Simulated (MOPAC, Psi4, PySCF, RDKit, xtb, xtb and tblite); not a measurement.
Two geometries of SMILES CC(C)(C)[SiH2]S, relaxed at GFN2-xTB with one dihedral held; other torsions can differ between them too.

Structure A

```
18

C      0.4907     0.2662     1.5090
C      0.3367    -0.0415     0.0174
C      0.3690    -1.5581    -0.1840
C      1.5054     0.5888    -0.7401
Si    -1.3011     0.6833    -0.6657
S     -3.0119    -0.1290     0.3568
H     -0.2964    -0.2125     2.0897
H      0.4537     1.3387     1.6942
H      1.4476    -0.1060     1.8740
H     -0.4623    -2.0373     0.3301
H      0.3069    -1.8104    -1.2409
H      1.2963    -1.9733     0.2100
H      1.5225     1.6678    -0.6016
H      2.4518     0.1852    -0.3813
H      1.4321     0.3850    -1.8061
H     -1.5341     0.2888    -2.0473
H     -1.3366     2.1338    -0.4856
H     -2.6823     0.2911     1.5687
```

Structure B

```
18

C     -0.5022     0.2810     1.5164
C     -0.3557    -0.0579     0.0318
C     -0.4175    -1.5758    -0.1481
C     -1.5174     0.5732    -0.7357
Si     1.2781     0.6539    -0.6716
S      2.9848    -0.1290     0.3782
H      0.3067    -0.1510     2.1036
H     -0.4948     1.3583     1.6701
H     -1.4436    -0.1096     1.9028
H      0.3765    -2.0755     0.4057
H     -0.3233    -1.8475    -1.1979
H     -1.3698    -1.9604     0.2167
H     -1.5152     1.6551    -0.6242
H     -2.4686     0.1954    -0.3618
H     -1.4543     0.3414    -1.7966
H      1.4287     0.2820    -2.0770
H      1.3498     2.0980    -0.4812
H      2.3681    -1.1341     0.9810
```

### Question
Which is lower in energy at the level PBE0-D3(BJ)/def2-SVP // GFN2-xTB run with Psi4, and by how much?

### Answer
A is lower, by 1.70 kcal/mol (dihedral C2–Si5–S6–H18: 60° in A, 15° in B).

E(B) − E(A) in kcal/mol at the other levels, on the same two geometries: GFN2-xTB (xtb and tblite) 0.21; MMFF94 // GFN2-xTB (RDKit) 0.60; PBE0/def2-SVP // GFN2-xTB (Psi4) 1.77; PBE/def2-SVP // GFN2-xTB (Psi4) 1.79; PBE-D3(BJ)/def2-SVP // GFN2-xTB (Psi4) 1.70; UFF // GFN2-xTB (RDKit) 0.96; AM1, restricted, heats of formation // GFN2-xTB (MOPAC) 0.18; PM6, restricted, heats of formation // GFN2-xTB (MOPAC) 0.66; GFN1-xTB // GFN2-xTB (xtb) 0.70; restricted B3LYP/6-31G*, spherical d, density fitting // GFN2-xTB (PySCF) 1.73; restricted Hartree-Fock/3-21G // GFN2-xTB (PySCF) 1.75; restricted Hartree-Fock/6-31G*, spherical d, density fitting // GFN2-xTB (PySCF) 1.76; restricted MP2 (frozen core)/6-31G*, spherical d // GFN2-xTB (PySCF) 1.69.

MMFF94 has few fitted parameters for silicon.
